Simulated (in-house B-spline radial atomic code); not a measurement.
A run on an ion of nuclear charge 63 with 63.6 electrons that did not converge. Method: scalar-relativistic (X2C) B97-1, spin-polarised, spherical fractional occupations, Fermi nucleus of rms radius 5.1115 fm; computed with an all-electron radial atomic-structure program (B-spline basis).

Command:
```bash
python run_scf.py task.json out
```
Settings (nuclear radius in fm, mass in u):
```
Z                63
configuration    [Xe] 4f7.6 6s2
hamiltonian      x2c
method           b97_1
spin_polarised   True
nucleus          fermi
rms_radius       5.1115
atomic_mass      152.92124
speed_of_light   137.035999084
```

First and last ten iterations of the last attempt (damped for 15 steps, keeping 80 % of the old Fock matrix, then DIIS):
```
 iter        energy (Eh)    residual
    1      -10814.565301    6.24e-01
    2      -10813.156391    1.03e+00
    3      -10828.279790    6.60e-01
    4      -10836.268136    3.89e-01
    5      -10840.205733    2.48e-01
    6      -10842.003753    1.59e-01
    7      -10842.766251    9.68e-02
    8      -10843.076316    6.12e-02
    9      -10843.210468    4.16e-02
   10      -10843.429293    4.40e-02
  111      -10843.484456    7.54e-05
  112      -10843.484452    7.00e-05
  113      -10843.484456    7.00e-05
  114      -10843.484455    6.42e-05
  115      -10843.484456    7.18e-05
  116      -10843.484455    8.10e-05
  117      -10843.484450    2.52e-05
  118      -10843.484449    2.86e-05
  119      -10843.484448    3.78e-05
  120      -10843.484449    2.91e-05
 not converged after 120 iterations
```

The smallest residual met was 1.8e-05; the threshold is about 6e-07. Over the last five steps the energy moves by less than 1e-05 hartree, but the orbitals didn't meet the threshold. The likely cause: this method binds the added charge weakly or not at all at the basis-set limit, so charge moves back and forth between the atom and the box. Cost of the run: 5.4 s on 1 thread of Arm Neoverse V1, on a shared host.
